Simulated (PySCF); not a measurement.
CH7FSi2.
Cartesian coordinates in Å at the PBE0-D3(BJ)/def2-SVP level; atoms count from 1:
```xyz
11
CH7FSi2 angstrom
F      1.5968    1.6784   -0.2094
Si     1.6359    0.0811    0.1080
C      0.0773   -0.7001   -0.5461
Si    -1.5388    0.0130    0.1139
H      2.8478   -0.4781   -0.5568
H      1.7348   -0.0822    1.5865
H      0.0772   -0.6261   -1.6473
H      0.1130   -1.7767   -0.2992
H     -1.5836   -0.1296    1.6017
H     -2.7044   -0.7181   -0.4711
H     -1.6545    1.4599   -0.2330
```

Jobs on this species (11 atoms, 50 electrons) with PySCF (density fitting). Hardware of each: one thread of an Arm Neoverse V2, shared host. The host was shared with other jobs, so the times are rough. Peak memory is the resident size of the whole Python process, interpreter and libraries included.

```json
{"level and settings": "delta-SCF UKS SCAN, def2-TZVP on the ionised atom, pcseg-1 elsewhere, spin-free X2C", "work": "ΔSCF core ionisation, 6 holes", "basis functions": "118", "SCF cycles": "?", "wall time": "?", "peak memory": "?"}
{"level and settings": "delta-SCF UKS HF, pcX-2 on the ionised atom, pcseg-1 elsewhere, spin-free X2C", "work": "ΔSCF core ionisation, 6 holes", "basis functions": "141", "SCF cycles": "?", "wall time": "?", "peak memory": "?"}
{"level and settings": "delta-SCF UKS PBE0, pcX-2 on the ionised atom, pcseg-1 elsewhere, spin-free X2C", "work": "ΔSCF core ionisation, 6 holes", "basis functions": "141", "SCF cycles": "73", "wall time": "28 s", "peak memory": "0.51 GiB"}
{"level and settings": "delta-SCF UKS SCAN, pcX-2 on the ionised atom, pcseg-1 elsewhere, non-relativistic", "work": "ΔSCF core ionisation, 6 holes", "basis functions": "141", "SCF cycles": "80", "wall time": "24 s", "peak memory": "0.51 GiB"}
{"level and settings": "delta-SCF UKS SCAN, pcX-2 on the ionised atom, pcseg-1 elsewhere, spin-free X2C", "work": "ΔSCF core ionisation, 6 holes", "basis functions": "141", "SCF cycles": "82", "wall time": "25 s", "peak memory": "0.45 GiB"}
{"level and settings": "delta-SCF UKS PBE, pcX-2 on the ionised atom, pcseg-1 elsewhere, spin-free X2C", "work": "ΔSCF core ionisation, 6 holes", "basis functions": "141", "SCF cycles": "83", "wall time": "16 s", "peak memory": "0.51 GiB"}
{"level and settings": "delta-SCF UKS SCAN, pcX-1 on the ionised atom, pcseg-1 elsewhere, spin-free X2C", "work": "ΔSCF core ionisation, 6 holes", "basis functions": "121", "SCF cycles": "80", "wall time": "20 s", "peak memory": "0.51 GiB"}
{"level and settings": "delta-SCF UKS B3LYP, pcX-2 on the ionised atom, pcseg-1 elsewhere, spin-free X2C", "work": "ΔSCF core ionisation, 6 holes", "basis functions": "141", "SCF cycles": "73", "wall time": "28 s", "peak memory": "0.52 GiB"}
{"level and settings": "PBE0-D3(BJ)/def2-SVP, grid level 1", "work": "geometry optimisation from a GFN2-xTB start shaken at random", "basis functions": "99", "SCF cycles": "30", "wall time": "15 s", "peak memory": "0.41 GiB"}
```

**Question.** Fill in the missing figures.

**Answer.** 
- delta-SCF UKS SCAN, def2-TZVP on the ionised atom, pcseg-1 elsewhere, spin-free X2C; ΔSCF core ionisation, 6 holes: 22 s, 0.51 GiB, 77 SCF cycles
- delta-SCF UKS HF, pcX-2 on the ionised atom, pcseg-1 elsewhere, spin-free X2C; ΔSCF core ionisation, 6 holes: 16 s, 0.51 GiB, 71 SCF cycles

**Question.** What do all jobs in the table cost together?

**Answer.** About 3.2 min; the longest takes about 14 % of that, and about 1.9 times as long as the shortest.
